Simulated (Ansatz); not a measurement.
`CN[SiH](N)O`, relaxed with RKS PBE0-D4/def2-TZVP in Ansatz 0.2.0 from a PBE-D4/def2-SVP geometry. The force threshold is 0.005 eV/Å; the program also tests the step.

Total charge 0; spin multiplicity 1.

Start:

```xyz
13

C     1.490    0.313    1.185
N     0.497    0.869    0.289
Si   -0.498    0.006   -0.825
N    -0.960   -1.468   -0.043
O    -1.678    1.158   -1.191
H     2.544    0.495    0.864
H     1.347   -0.785    1.242
H     1.388    0.710    2.221
H     0.502    1.888    0.209
H     0.078   -0.470   -2.141
H    -1.197   -2.296   -0.591
H    -1.448   -1.455    0.855
H    -2.065    1.035   -2.074
```

(1) By how much does the energy fall, and how many steps does the optimiser take? (An estimate is asked.)

(2) Which bonds change most? (Estimate.)

(3) Give the relaxed structure. (Estimate.)

Answers

(1) Computed: 8.61 kJ/mol, in 11 steps, 2 of them rejected.

(2) Ansatz gave: Si3–O5 from 1.689 to 1.651 Å; Si3–N4 from 1.732 to 1.704 Å; N2–Si3 from 1.725 to 1.698 Å; Si3–H10 from 1.514 to 1.493 Å.

(3) Ansatz gave: 
```xyz
13

C     1.493    0.312    1.167
N     0.463    0.858    0.317
Si   -0.495    0.005   -0.796
N    -1.015   -1.439   -0.056
O    -1.623    1.139   -1.207
H     2.506    0.513    0.797
H     1.373   -0.772    1.228
H     1.424    0.706    2.187
H     0.468    1.862    0.242
H     0.142   -0.471   -2.060
H    -1.182   -2.272   -0.596
H    -1.498   -1.451    0.827
H    -2.057    1.011   -2.051
```
